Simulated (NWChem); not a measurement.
Isomers of Si2NH6OCl, each optimised at PBE0/def2-SVP with NWChem, gas phase unless a solvent is named. Flexible species stand in one conformer each, which need not be the lowest. Pople sets run with spherical d functions. Relative energies count from the lowest isomer at each level and are electronic, without zero-point energy, on those geometries. Shieldings are non-relativistic GIAO values without spin-orbit effects.

A: O[Si@@]([SiH3])(Cl)N
B: O[Si@H](N)[SiH2]Cl
C: N[Si@H](Cl)[SiH2]O
D: N[Si@@H](Cl)O[SiH3]

```json
[
 {"quantity": "relative energy, PBE0/def2-SVP (kcal/mol)", "A": "20.0", "B": "26.0", "C": "27.7", "D": "0.0"},
 {"quantity": "relative energy, PBE/def2-TZVP (kcal/mol)", "A": "19.7", "B": "25.4", "C": "27.3", "D": "0.0"},
 {"quantity": "dipole (D), PBE0/def2-SVP", "A": "2.79", "B": "1.63", "C": "2.13", "D": "2.46"},
 {"quantity": "15N shift against ammonia, B3LYP/6-31G* (ppm)", "A": "35.0", "B": "31.7", "C": "26.4", "D": "26.1"}
]
```
